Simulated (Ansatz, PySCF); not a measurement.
Gas-phase reaction in SMILES: C[SiH3] [methylsilane] -> [CH3] (CH3) + [SiH3] (SiH3) (the C-Si bond at the site shown breaks; other sites are not compared here)
Each molecule is optimised on its own at B3LYP-D3(BJ)/def2-TZVP (Ansatz, a quantum-chemistry and plane-wave program).

Property: bond dissociation energy (enthalpy at 298 K, with B3LYP-D3(BJ) rigid-rotor harmonic-oscillator terms from PySCF), in eV. Valence correlation only, unless marked. Open shells are spin-unrestricted. Spin-orbit coupling is left out. Non-relativistic unless marked X2C. CBS marks a two-point X^-3 extrapolation of the correlation energy; Hartree-Fock from the larger set. The bracket is a focal-point correction in the basis named.

```json
[
 {"level": "HF/cc-pV(D+d)Z", "program": "Ansatz", "bond dissociation energy (eV)": "2.66"},
 {"level": "RI-HF/def2-QZVPP", "program": "Ansatz", "bond dissociation energy (eV)": "2.68"},
 {"level": "BLYP-D4/def2-TZVPD", "program": "Ansatz + dftd4", "bond dissociation energy (eV)": "3.61"},
 {"level": "BP86-D4/def2-TZVPD", "program": "PySCF + dftd4", "bond dissociation energy (eV)": "3.69"},
 {"level": "PBE0-D4/def2-TZVPD", "program": "Ansatz + dftd4", "bond dissociation energy (eV)": "3.72"},
 {"level": "PW6B95-D3(BJ)/def2-TZVPD", "program": "PySCF + dftd3", "bond dissociation energy (eV)": "3.82"},
 {"level": "LC-wPBE/def2-TZVPD", "program": "Ansatz", "bond dissociation energy (eV)": "3.68"}
]
```

Problem. Predict the RI-MP2/CBS(def2-TZVPPD,def2-QZVPPD)+[CCSD(T)-MP2]/def2-TZVPPD result (Ansatz).

Solution. 3.85 eV
